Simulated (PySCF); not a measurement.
An unknown shows these calculated signals:

$^{1}$H NMR (300 MHz, computed): δ 7.84 (d, 1H), 7.59 (d, 1H), 7.54 (m, 1H), 7.34 (m, 1H), 4.89 (m, 2H), 3.05 (s, 1H).

$^{13}$C{$^{1}$H} NMR (computed): δ 186.6 (C), 156.0 (C), 142.5 (CH), 140.1 (CH), 135.6 (CH), 132.7 (C), 131.1 (CH), 121.0 (C), 91.8 (CH), 86.7 (C).

[PySCF: geometry: GFN2-xTB; PBE0/pcSseg-1 with gauge-including orbitals; no solvent model; relativity neglected; fast rotation and ring inversion assumed for equivalent nuclei; a single conformation]

Referencing at the same level of theory: $^{1}$H and $^{13}$C vs TMS.

Task: Which of these does the molecule contain: a carboxylic acid, a non-aromatic C=C double bond, a tert-butyl group, a three-membered ring, a Si–H bond, a C≡C triple bond?

Result: 
- A carboxylic acid: no.
- A non-aromatic C=C double bond: yes.
- A tert-butyl group: no.
- A three-membered ring: no.
- A Si–H bond: yes (δH 4.89 (m)).
- A C≡C triple bond: yes (δC 91.8, 86.7; δH 3.05 (s)).

The data belong to SMILES C#Cc1cccc2c1C=C(F)[SiH2]2, C$_{10}$H$_{7}$FSi; they needn't prove each group on their own.

Carbon signals by region: 1 in the far downfield region (above 160 ppm), 7 in the sp2 and nitrile region (100–160 ppm), 2 at 50–100 ppm. Above 160 ppm: 186.6, fully substituted alkene carbon.

Splittings by $^{19}$F in the carbon and heteronuclear signals aren't shown, as no couplings were computed. Shifts are as computed. Against solution values, carbons near 30 ppm lie about +3 ppm off and those near 130 ppm about +5 ppm. Of 1211 compounds with measured shifts, 218 miss one by over three times the rms of a fit or turn the order of signals round; such compounds aren't used in these exercises. No couplings were computed; multiplicities are counted from neighbouring protons, with m where these are inequivalent, close in shift, in a saturated or five-membered ring or joined by F or P, and br s for small geminal =CH2 splittings.
